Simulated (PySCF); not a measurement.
[Sm(NH3)]2+ at several levels of theory

Computed with PySCF 2.14.0 (density fitting, no spin-orbit coupling) at the geometry relaxed with PBE0:

```xyz
5
[Sm(NH3)]2+ (singlet in the valence; each metal's 4f electrons, 6 of them, lie in its core potential, out of spins and levels)
Sm    0.0000    0.0000   -0.2111
N     0.0000    0.0000    2.3884
H     0.9318    0.0000    2.8272
H    -0.4659    0.8069    2.8272
H    -0.4659   -0.8070    2.8272
```

```tsv
level	basis	state	HOMO (eV)	gap (eV)	charge on Sm1 (e)	population of f-type functions on Sm1 (polarisation alone where 4f lies in the core)	dipole about the centre of mass (D)	largest force component (eV/Å)
PBE0	Sm lcecp-0-SVP with ECP52, N def2-SVP, H def2-SVP	singlet	–	–	1.72	0.01	2.13	0.00
M06-L	the same	singlet	–	–	1.75	0.01	1.98	0.13
PBE0	Sm lcecp-0-TZVP with ECP52, N def2-TZVP, H def2-TZVP	singlet	–	–	1.82	0.01	2.17	0.35
```

In the lcecp rows the 4f levels are missing from HOMO and gap, and the state counts the valence alone.

Charges are Mulliken's, which hang on the basis. The relaxation used the grid (50, 194), these runs (75, 302) or, all-electron (x2c bases, spin-free X2C Hamiltonian), (99, 590).

Question: What does BLYP with Sm lcecp-0-SVP with ECP52, N def2-SVP, H def2-SVP give here?

Answer: state singlet, charge on Sm1 (e) 1.67, population of f-type functions on Sm1 (polarisation alone where 4f lies in the core) 0.01, dipole about the centre of mass (D) 2.33, largest force component (eV/Å) 0.39. Time: 1.7 s on 2 threads of Arm Neoverse V2, with other jobs on the host, from an already converged density.

An lcecp potential fixes the number of 4f electrons, so in runs with it no electron can move into or out of that shell.
